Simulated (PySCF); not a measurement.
## Lu⁺: interval between two levels

Lu⁺ [Xe] 4f14 6s2 → Lu⁺ [Xe] 4f14 5d2 [3F4, M_J = 4], as a difference of total energies. All numbers are calculated (PySCF 2.14, the two-component X2C-1e Hamiltonian, in x2c-TZVPall-2c (11s11p10d2f1g, 117 functions)). Correlated levels: [Ar] 3d10 frozen; the 18 highest virtual spinors dropped. "Screened" scales the spin-orbit matrix elements by Boettger's factors to mimic the two-electron term; Breit and QED terms are absent.

| method | interval between two levels (cm⁻¹) |
| --- | --- |
| GHF (screened spin-orbit) | 28827 |
| GMP2 (screened spin-orbit) | 34789 |

Errors of the correlated levels include the incompleteness of this basis and the frozen core.

The labels give the starting determinants; with spin-orbit coupling the two ends relaxed to ⟨J²⟩ = 0.00, ⟨L²⟩ = 0.11, ⟨S²⟩ = 0.11 and ⟨J²⟩ = 20.01, ⟨L²⟩ = 12.16, ⟨S²⟩ = 2.11.

For comparison: 32504 cm⁻¹ (measured; NIST Handbook of Basic Atomic Spectroscopic Data (Sansonetti and Martin, J. Phys. Chem. Ref. Data 34, 1559 (2005))).
